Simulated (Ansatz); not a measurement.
Correlation energies of Br$_{2}$FGa, SMILES `[F][Ga]([Br])[Br]` by basis set

```xyz
4

F     0.191   -0.076    1.816
Ga    0.010   -0.004    0.090
Br   -1.327   -1.525   -0.890
Br    1.126    1.605   -1.017
```

Charge 0, multiplicity 1. Correlated methods include outer-core shells of Br, Ga, which these sets cover unevenly. Scalar relativity is left out up to krypton. The structure was optimised at the PBE0-D4/def2-TZVP level. Frozen core, restricted reference, Ansatz.

| basis | HF (Eh) | MP2 corr. | CCSD corr. | (T) | CCSD(T) total |
| --- | --- | --- | --- | --- | --- |
| def2-SVP | -7166.72931 | ? | -0.83806 | -0.01983 | ? |
| def2-TZVPP | -7167.73844 | ? | -1.00737 | ? | ? |
| def2-QZVPP | -7167.88193 | ? | – | – | – |

(1) Fill in the withheld values. (An estimate is asked.)

Results:

(1) The calculation gave: def2-SVP MP2 corr.: -0.84661; def2-SVP CCSD(T) total: -7167.58720; def2-TZVPP MP2 corr.: -1.00729; def2-TZVPP (T): -0.03561; def2-TZVPP CCSD(T) total: -7168.78142; def2-QZVPP MP2 corr.: -1.91391.
